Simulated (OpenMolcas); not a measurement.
# Ni7+, Pd7+, Pt7+: d3 down the group

```json
{
  "Program": "OpenMolcas",
  "Method": "MS-CASPT2, IPEA 0.25 Eh, imaginary shift 0.1 Eh",
  "Basis": "ANO-RCC-VQZP",
  "Scalar Hamiltonian": "DKH2, point nucleus",
  "Spin-orbit coupling": "RASSI with atomic mean-field integrals over the reference wave functions, term energies averaged over their components"
}
```

Active space for each ion: 3 electrons in 10 orbitals (d d); closed shells correlated by CASPT2: Ni7+ 3s 3p; Pd7+ 4s 4p; Pt7+ 5s 5p.

Computed levels in cm-1 above 4F 3/2:

```csv
Level,Ni7+,Pd7+,Pt7+
4F 5/2,955,2320,9890
4F 7/2,2220,4990,16750
4P 1/2,23780,16710,22140
4P 5/2,25310,20220,33530
2G 7/2,25990,19860,31410
2G 9/2,27220,21160,51460
2P 3/2,32930,31910,55440
2P 1/2,33400,25590,39590
2H 9/2,36440,28560,33200
weight of 4F in the lowest level (%),100,97,77
```

Mixed levels, with the weight of the term that names them: Ni7+ 2P 3/2 (54 %), Pd7+ 2G 9/2 (62 %), Pd7+ 2P 3/2 (55 %), Pd7+ 2H 9/2 (66 %), Pt7+ 4P 1/2 (67 %), Pt7+ 2G 7/2 (75 %), Pt7+ 2G 9/2 (58 %), Pt7+ 2P 3/2 (56 %), Pt7+ 2P 1/2 (67 %), Pt7+ 2H 9/2 (54 %).

Measured, with the error of the calculation in %. Measured levels: Ni7+ from Corliss and Sugar, J. Phys. Chem. Ref. Data 10, 197 (1981).

```tsv
Level	Ni7+
4F 5/2	1012 (-5.6)
4F 7/2	2184 (+1.5)
4P 1/2	23261 (+2.2)
4P 5/2	24669 (+2.6)
```

The fine-structure level 4F 7/2 changes by a factor of 7.55 from Ni7+ to Pt7+.

Without spin-orbit coupling 4P lies 22600, 14250, 13250 cm-1 above 4F in that order; the difference to the level 4P 1/2, of either sign, comes from spin-orbit coupling, which also lowers the zero.

CASPT2 does not keep the components of a term degenerate, so their means are used; among the terms shown or strongly mixed into the levels shown the widest spread is 1100 cm-1 (4d3 4F, Pd7+). Active for correlation alone: 4d; no level in the range computed is led by a configuration that fills it, so any true level of that kind is missing (holds for Ni7+). Active for correlation alone: 5d; no level in the range computed is led by a configuration that fills it, so any true level of that kind is missing (holds for Pd7+). Active for correlation alone: 6d; no level in the range computed is led by a configuration that fills it, so any true level of that kind is missing (holds for Pt7+). Measured partners are found by configuration, term and J. A level has none where our copy of the source lacks it or the pairing is in doubt (some pairs that miss far off the trend of their configuration count as doubtful), and it then counts in no deviation. Levels of configurations outside the active space are missing.
